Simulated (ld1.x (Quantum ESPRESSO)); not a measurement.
**Transferability test, PAW potential for chromium**

ld1.x (Quantum ESPRESSO) 7.5 input, shortened:

```
&input
   title='Cr', zed=24., rel=1, dft='REVPBE', iswitch=3,
   config='[Ar] 3d5 4s1 4p0'
 /
 &inputp
   pseudotype=3, lpaw=.true., tm=.true., lloc=-1, rcloc=2.40,
   nlcc=.true., rcore=0.60,
   which_augfun='PSQ', rmatch_augfun_nc=.true.
 /
6
4S  1  0   1.00   0.00  2.20  3.00  0.0
4S  1  0   0.00   1.30  2.20  3.00  0.0
4P  2  1   0.00   0.00  2.55  3.40  0.0
4P  2  1   0.00   0.85  2.55  3.40  0.0
3D  3  2   5.00   0.00  1.10  1.35  0.0
3D  3  2   0.00   1.60  1.10  1.35  0.0
 &test
   configts(1)='3d5 4s1 4p0'
 /
```

Energies are relative to the spin-unpolarised reference configuration 3d5 4s1 4p0; without spin polarisation the order of configurations can differ from experiment.

```json
{"valence configuration": "3d5 4s0 4p0", "charge": "+1", "ΔE all-electron (eV)": "6.787", "error AE − PS (meV)": "-8.3"}
{"valence configuration": "3d3 4s0 4p0", "charge": "+3", "ΔE all-electron (eV)": "53.372", "error AE − PS (meV)": "-914"}
{"valence configuration": "3d5 4s0.5 4p0", "charge": "+0.5", "ΔE all-electron (eV)": "2.660", "error AE − PS (meV)": "-2.2"}
{"valence configuration": "3d5 4s0 4p1", "charge": "0", "ΔE all-electron (eV)": "3.083", "error AE − PS (meV)": "-2.3"}
{"valence configuration": "3d4 4s1 4p0", "charge": "+1", "ΔE all-electron (eV)": "7.911", "error AE − PS (meV)": "-73"}
```

(1) What are ΔE and the potential's error for 3d4 4s0 4p0?

(2) What are ΔE and the potential's error for 3d4 4s1 4p1?

Levels in the configuration 3d3 4s0 4p0:

```csv
level,all-electron (eV),pseudo (eV)
3d,-39.026,-40.484
```

## Answers

(1) ΔE = 22.725 eV all-electron; the error (AE − PS) is -100 meV.

(2) ΔE = 3.487 eV all-electron; the error (AE − PS) is -77 meV.
